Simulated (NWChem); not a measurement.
# Correlation energy of C$_{2}$H$_{4}$ClFSi

```xyz
9

F      2.7097    -0.5349     0.0000
Si     1.0896    -0.7330     0.0000
C      0.3529     0.9874     0.0000
C     -0.9527     1.2665     0.0000
Cl    -2.1846     0.0243     0.0000
H      0.7224    -1.4914     1.2238
H      0.7224    -1.4914    -1.2238
H      1.0323     1.8495     0.0000
H     -1.3804     2.2728     0.0000
```
Charge 0, spin multiplicity 1.

The numbers come from NWChem runs, not from measurements. All single points use one geometry, from B3LYP/def2-SVP, a minimum by its harmonic frequencies. It is one conformer; others weren't searched.

Basis set: cc-pVDZ. Each correlation energy counts from its own Hartree-Fock reference.

| method | correlation energy (mHa) | difference from CCSD(T) |
|---|---|---|
| RI-MP2 | -683.5 | +66.9 |
| MP2 | -683.6 | +66.8 |
| SCS-MP2 | -671.8 | +78.6 |
| CCSD | -729.9 | +20.5 |
| CCSD+T(CCSD) | -751.5 | -1.1 |
| CCSD(T) | -750.4 | 0.0 |

The values span 79.7 mHa, from CCSD+T(CCSD) (lowest) to SCS-MP2 (highest). 

The correlated methods keep 13 core orbitals frozen. The structure started from a generated list of species. No row is a measurement; the coupled-cluster row has its own basis-set and correlation limits.
